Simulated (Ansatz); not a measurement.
Geometry optimisation, RKS PBE-D4/def2-SVP in Ansatz.

Input:

```yaml
crystal:
  periodic: [false, false, false]
  atoms:
    - { symbol: Ge, position_ang: [0.096436, -0.089044, 0.214959] }
    - { symbol: H, position_ang: [0.546715, 0.075553, 1.672362] }
    - { symbol: F, position_ang: [1.769726, -0.002998, -0.122162] }
    - { symbol: F, position_ang: [-0.619305, 1.382155, -0.426064] }
    - { symbol: Ge, position_ang: [-1.082272, -1.985084, -0.774939] }
    - { symbol: H, position_ang: [-1.869338, -2.684938, 0.358882] }
    - { symbol: H, position_ang: [-2.064817, -1.469536, -1.849761] }
    - { symbol: H, position_ang: [-0.045646, -2.956308, -1.383176] }
basis:
  gaussian: { orbitals: def2-SVP }
hamiltonian:
  xc: pbe
  dispersion: d4
relax:
  f_tol: 0.03
  max_steps: 50
```

Command:

```bash
$ ansatz run input.yaml --threads 4 --pin off --max-ram 5120MiB --backend cpu --events-out ev --progress --plain --runs-dir out
```

**Question.** Where does it end, and by what steps?

**Answer.** It converged. The force dipped under the threshold on the way, but the program's further checks kept it going. After 12 steps the energy has fallen by 0.412 eV; F3 moved furthest, 0.80 Å.

```csv
step,energy less start (eV),largest force component (eV/Å),accepted
0,0.0000,1.762,yes
1,-0.3398,0.348,yes
2,-0.3762,0.327,yes
3,-0.3908,0.047,yes
4,-0.3951,0.021,yes
5,-0.3970,0.040,yes
6,-0.3991,0.151,yes
7,-0.4016,0.124,yes
8,-0.4061,0.153,yes
9,-0.4085,0.114,yes
10,-0.4108,0.067,yes
11,-0.4117,0.063,yes
12,-0.4120,0.029,yes
```

```xyz
8
Properties=species:S:1:pos:R:3
Ge 0.182 -0.106 0.237
H 0.763 -0.163 1.677
F 1.522 0.289 -0.830
F -0.860 1.310 0.176
Ge -1.032 -1.977 -0.741
H -2.263 -2.301 0.141
H -1.482 -1.570 -2.162
H -0.099 -3.212 -0.808
```

Whether the end is a true minimum wasn't checked by a vibrational analysis.

The run took 12 s on 4 threads of Intel(R) Xeon(R) CPU @ 2.60GHz (Ice Lake), with other jobs on the host, peak memory 0.19 GiB.
